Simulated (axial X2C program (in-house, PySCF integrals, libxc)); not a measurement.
## Worked dissociation energy of RbH⁺: CCSD, scalar-relativistic

Calculated with an in-house relativistic program for diatomic molecules. Spin-free means the one-electron spin-free X2C Hamiltonian. Basis: Rb dyall-cv3z [12s13p8d4f1g], H dyall-v3z [6s2p1d] (cores contracted in-house); Gaussian nuclei, density fitting, unrestricted open shells. Masses: Rb 84.912 u, H 1.008 u.

Molecular state: M_S = 1/2, Λ = 0 (beyond evenly filled blocks: σα).

Correlated methods: 9 electrons correlated (number of frozen shells: Rb 3 s, 2 p, 1 d; H none), 195 virtual spin orbitals or spinors in MP2, 67 natural virtuals in coupled cluster.

```
E(Rb+) (2M_S = 0, M_L = 0) : -2979.211762 hartree
E(H) (2M_S = 1, M_L = 0)   : -0.500004 hartree
E(RbH⁺) at Re              : -2979.712955 hartree
ωe                         : 196.3 cm⁻¹
ωexe                       : 37 cm⁻¹
```

Task: Work out De and D0.

Result: De = -2979.211762 + (-0.500004) − (-2979.712955) = 0.00119 hartree = 0.032 eV. The zero-point energy is ωe/2 − ωexe/4 = 89 cm⁻¹ = 0.011 eV, so D0 = 0.021 eV.

The state is a single determinant with fixed occupations, the lowest that a limited PBE0 search found. De is counted from the lowest determinant-based energies of the atoms at the same level, without counterpoise correction. CCSD ran in a truncated set of natural virtual spinors with an MP2 remainder; without triples it tends to underbind. Under one Hamiltonian the search converged a single determinant, so lower ones may well exist.

The bond is weak, and without diffuse functions and with truncated virtuals even CCSD(T) can be tens of per cent off in De.

Each atomic determinant is the lowest at this level and need not be a pure term. Totals compare only within one Hamiltonian and basis.
